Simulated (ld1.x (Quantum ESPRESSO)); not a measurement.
## What one change does to a pseudopotential (Br, RRKJ)

```
Element                 : bromine (Br)
Generator               : ld1.x (Quantum ESPRESSO) 7.5
Type                    : norm-conserving RRKJ (Kleinman–Bylander form)
Functional              : PBEsol
Relativity              : scalar-relativistic
Frozen core             : [Ar]
Valence charge          : 17
Reference configuration : 3d10 4s1.75 4p5.25
Partial waves           : 4p (bound): rc 1.45 bohr; 3d (bound): rc 0.85 bohr; 4s (bound): rc 1.40 bohr
Local potential         : the s channel
Core correction         : none
rho0                    : 0.005
```

All-electron outer shells of the reference configuration (PBEsol, scalar-relativistic, ld1.x):

```
shell  level (eV)  outermost node (bohr)  outermost maximum (bohr)
   3s     -238.03                   0.23                      0.48
   3p     -173.65                   0.21                      0.48
   3d      -67.10                      –                      0.43
   4s      -20.34                   0.67                      1.41
   4p       -8.01                   0.70                      1.66
```

Change: local potential the d channel.

Cutoffs: the cutoffs (Ry, on a coarse ladder) from which the occupation-weighted sum of valence levels, in a spherical-Bessel basis at the reference potential, stays within 10 and 1 mRy of its value at 400 Ry; they do not see the model core or the augmentation charge, which bear on the density cutoff. Errors are all-electron minus pseudo energies relative to the spin-unpolarised reference configuration.

Q: How do hardness, ghosts and transferability respond?

A: A bound ghost appears in p, s, which as a rule spoils a file; the number of tests that count goes from 7 to 5; of the 5 tests that both files solve, the error grows in 2 and shrinks in 2 by more than 15 % and 0.3 meV (median size 3.3 → 1.0 meV); the range in which the s phases agree narrows (upper end at the end of the scan → 2.7); the range in which the d phases agree widens (upper end -0.9 → 1.4). In the separable form a ghost depends on how the local part lies against the semilocal potential of the channel, so the choice of the local part can create or remove one.

| quantity | base | changed |
| --- | --- | --- |
| cutoff, loose | 300 Ry | over 300 Ry |
| cutoff, tight | over 300 Ry | over 300 Ry |
| loose cutoff by channel (10 mRy a level) | p 25 Ry, d 230 Ry, s 35 Ry | s 30 Ry, p 45 Ry, d 300 Ry |
| bound ghosts | none | s, p |
| tests counted (converged, no solver errors) | 7 of 7 | 5 of 7 |
| error for 3d10 4s2 4p5, meV [ΔE -3.08 eV] | +0.1 | +0.3 |
| error for 3d10 4s2 4p4, meV [ΔE 9.48 eV] | -3.3 | -0.6 |
| error for 3d10 4s2 4p3, meV [ΔE 32.25 eV] | -9.2 | +5.1 |
| error for 3d10 4s2 4p2, meV [ΔE 66.26 eV] | -11 | +24 |
| error for 3d10 4s2 4p5.3, meV [ΔE -5.04 eV] | +0.4 | +1.0 |
| s: phases at 1.61 bohr within 0.05 rad from the reference energy up to (Ry; the scan ends near 5) | to the end of the scan | 2.7 |
| p: phases at 1.61 bohr within 0.05 rad from the reference energy up to (Ry; the scan ends near 5) | to the end of the scan | to the end of the scan |
| d: phases at 1.61 bohr within 0.05 rad from the reference energy up to (Ry; the scan ends near 5) | -0.9 | 1.4 |

Base: ld1.x printed “convergence not achieved” for 7 of the counted tests; their residual had stalled under 1e-8, short of the target of 1e-14. Changed file: Tests not counted: 3d9 4s2 4p6 (solver errors, printed error -3959 eV); 3d10 4s2 4p1 (converged, but collapsed or in another state, printed error -29.9 eV). ld1.x printed “convergence not achieved” for 5 of the counted tests; their residual had stalled under 1e-8, short of the target of 1e-14. A true bound ghost makes a file unfit for plane-wave use even where its test errors are small: the radial tests pick states by their node count and pass the ghost by. Where a test does run into it, the solver fails or the error is huge.
